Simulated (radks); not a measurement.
Values are calculated unless marked as measured or tabulated.
Isoelectronic series with 2 electrons, all held in the configuration [He], which need not be the ground one along the series. Level of theory: Dirac Kohn-Sham, PBE, spin-unpolarised, spherical densities, point nucleus (a radial shooting solver on a logarithmic mesh with Libxc functionals). Total energies (hartree) and mean radii <r> (bohr):

| ion | E (hartree) | 1s1/2 |
|---|---|---|
| He | -2.89307 | 0.9458 |
| Li+ | -7.25756 | 0.5789 |
| Be2+ | -13.62232 | 0.4174 |
| B3+ | -21.98899 | 0.3264 |
| C4+ | -32.35915 | 0.2680 |
| N5+ | -44.73459 | 0.2273 |
| O6+ | -59.11736 | 0.1973 |
| F7+ | -75.50984 | 0.1743 |
| Ne8+ | -93.91472 | 0.1561 |
| Mg10+ | -136.77404 | 0.1290 |
| Al11+ | -161.23550 | 0.1187 |
| Si12+ | -187.72338 | 0.1100 |
| P13+ | -216.24204 | 0.1024 |
| S14+ | -246.79618 | 0.09576 |
| Cl15+ | -279.39083 | 0.08993 |
| Ar16+ | -314.03139 | 0.08477 |
| K17+ | -350.72362 | 0.08016 |
| Ca18+ | -389.47363 | 0.07602 |
